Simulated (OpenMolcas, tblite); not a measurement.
# A ladder of methods for CH3ClF2Si (SMILES C[Si](F)(F)Cl)

CH3ClF2Si: 8 atoms, total charge 0, spin state singlet. SMILES: `C[Si](F)(F)Cl`. The coordinates come from a PBE0-D4/def2-TZVP relaxation.

```xyz
8

C    -0.8085   -0.2990    0.5122
Si    0.6906    0.1514   -0.4392
F     1.9870   -0.4723    0.2191
F     0.6162   -0.4156   -1.9142
Cl    0.9631    2.1585   -0.5609
H    -0.9171   -1.3854    0.5498
H    -0.7402    0.0804    1.5334
H    -1.6988    0.1248    0.0441
```

Quantity: the vertical ionisation energy (to the doublet cation), in eV. The values are calculated.

| level | kind | program | value (eV) | CPU time (all runs) |
| --- | --- | --- | --- | --- |
| GFN2-xTB | semi-empirical | tblite | 15.23 | under 2 s |
| HF/def2-SVP | Hartree–Fock | OpenMolcas | 11.66 | 27 s |
| SVWN5/def2-SVP | LDA | OpenMolcas | 11.63 | 72 s |
| BLYP/def2-SVP | GGA | OpenMolcas | 11.27 | 85 s |
| TPSS/def2-SVP | meta-GGA | OpenMolcas | 11.56 | 1.9 min |
| r2SCAN/def2-SVP | meta-GGA | OpenMolcas | 11.79 | 96 s |
| PBE0/def2-SVP | global hybrid | OpenMolcas | 11.98 | 62 s |

The values span 11.27 to 15.23 eV. The xTB values lack the empirical shift that such differences need. CPU times are rough (shared hosts, several kinds of processor and program).
